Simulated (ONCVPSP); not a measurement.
# Configuration tests for osmium (ONCV)

osmium, optimised norm-conserving Vanderbilt (ONCV), made with ONCVPSP 4.0.1 (PBE, scalar-relativistic). Core [Xe] 4f14, reference 5d7 6s1. Waves: 6s: rc 2.75 bohr, ncon 3, nbas 6, qcut 2 1/bohr, 2 projectors, debl 2.3 Ha; p scattering state at 0.02 Ha: rc 2.75 bohr, ncon 4, nbas 9, qcut 2.5 1/bohr, 2 projectors, debl 3.9 Ha; 5d: rc 1.70 bohr, ncon 3, nbas 7, qcut 6.8 1/bohr, 2 projectors, debl 1.4 Ha. Local part: polynomial inside 1.70 bohr (lpopt 4, dvloc0 1 Ha). Core correction: polynomial model core, fcfact 0.25.

In the p channel the program set the typed energies aside and used 0.050, 3.950 Ha.

Energies are relative to the spin-unpolarised reference configuration 5d7 6s1; without spin polarisation the order of configurations can differ from experiment.

```csv
valence configuration,charge,ΔE all-electron (eV),error AE − PS (meV)
5d6 6s1,+1,9.260,-13
5d6 6s1.5,+0.5,3.597,-4.2
```

(1) What are ΔE and the potential's error for 5d6 6s2?

(2) What are ΔE and the potential's error for 5d6 6s0?

Note: no bound ghost flagged; GHOST(+) flagged for s at 53.5 eV, p at 113.3 eV.

Answers

(1) ΔE = -0.317 eV all-electron; the error (AE − PS) is -1.5 meV.

(2) ΔE = 26.175 eV all-electron; the error (AE − PS) is -72 meV.
